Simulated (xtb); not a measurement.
CH6ClNO2Si, SMILES NC[Si](O)(O)Cl. All values are semi-empirical tight-binding results from xtb (GFN2-xTB unless named), good for trends rather than for accurate numbers. Coordinates come from a GFN2-xTB optimisation. The structure was generated by enumeration, and PubChem lists no compound with its InChIKey, so it may never have been made. The values are those of a single conformer.

Optimised geometry:

Bond lengths (Å): N1–C2 1.462, N1–H7 1.015, N1–H8 1.015, C2–Si3 1.910, C2–H9 1.092, C2–H10 1.093, Si3–O4 1.616, Si3–O5 1.628, Si3–Cl6 2.037, O4–H11 0.955, O5–H12 0.953. Bond angles (°): C2–N1–H7 109.8, C2–N1–H8 109.3, H7–N1–H8 107.0, N1–C2–Si3 115.4, N1–C2–H9 106.9, N1–C2–H10 106.9, Si3–C2–H9 109.7, Si3–C2–H10 111.1, H9–C2–H10 106.5, C2–Si3–O4 105.4, C2–Si3–O5 115.8, C2–Si3–Cl6 109.8, O4–Si3–O5 106.9, O4–Si3–Cl6 110.2, O5–Si3–Cl6 108.6, Si3–O4–H11 121.7, Si3–O5–H12 121.9.

| Property | Result |
|---|---|
| orbital gap | 5.95 eV |
| dipole moment | 2.44 D |
| zero-point energy | 52.0 kcal/mol |
| G − E(el) at 298.15 K (modified RRHO) | 30.7 kcal/mol |
| static polarisability (D4 model) | 78.3 bohr³ |
| solvation energy, GFN2-xTB/ALPB(water) | -12.0 kcal/mol |
| solvation energy, GFN2-xTB/ALPB(dmf) | -13.6 kcal/mol |

Question: Give the atomic charges and the Wiberg bond orders between heavy atoms. (An estimate is asked for; the answer gives what the named calculation found.)

Answer: charges (e) N1 -0.34, C2 -0.08, Si3 0.62, O4 -0.45, O5 -0.47, Cl6 -0.28, H7 0.14, H8 0.14, H9 0.04, H10 0.03, H11 0.33, H12 0.32. Bond orders N1–C2 1.04, C2–Si3 0.84, Si3–O4 1.19, Si3–O5 1.16, Si3–Cl6 0.99.
